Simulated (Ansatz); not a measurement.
Consider the ligand exchange at a Te–Si bond: `O[SiH](F)[TeH]` + PH₃ → `P[TeH]` + `O[SiH2]F`.

Computed with Ansatz on PBE0-D4/def2-TZVP structures; ΔE is electronic, products minus reactants. CBS: MP2 limit from def2 TZ/QZ plus the TZ coupled-cluster correction, frozen cores. This one scheme is used for every species. Elements past krypton have def2 core potentials. For Te outer-core shells are correlated without core-valence functions, which leaves a few kJ/mol of doubt a bond. Each species was taken in one conformer, which may not be the lowest.

```tsv
species	CCSD(T)/CBS(def2) energy (Eh)
`O[SiH](F)[TeH]`	-733.71271
PH₃	-342.72256
`P[TeH]`	-610.46278
`O[SiH2]F`	-465.96250
```

(1) Work out ΔE.

(2) What do rigid-rotor, harmonic-oscillator terms from PBE0-D4/def2-TZVP frequencies (298.15 K, 1 bar) make of the CCSD(T)/CBS value? (Estimate.)

Largest T1 diagnostic among the species: 0.013.

## Answers

(1) ΔE = (-610.46278) + (-465.96250) − (-733.71271) − (-342.72256) = 0.00999 Eh = +26.2 kJ/mol.

(2) Computed: ΔZPE = +3.1 kJ/mol, ΔH = +26.9 kJ/mol, ΔS = 11 J/(mol·K), ΔG = +23.6 kJ/mol.

At CCSD(T), def2-SVP lies +4.9 kJ/mol from the extrapolated value and def2-TZVPP +1.7 kJ/mol. Leaving LDA and LC-ωPBE aside and taking each functional with its dispersion term where it has one, the values, not all of them listed here, spread over 5.8 kJ/mol, from B2PLYP to r2SCAN-D4. LDA lies +6.9 kJ/mol from PBE without D4.
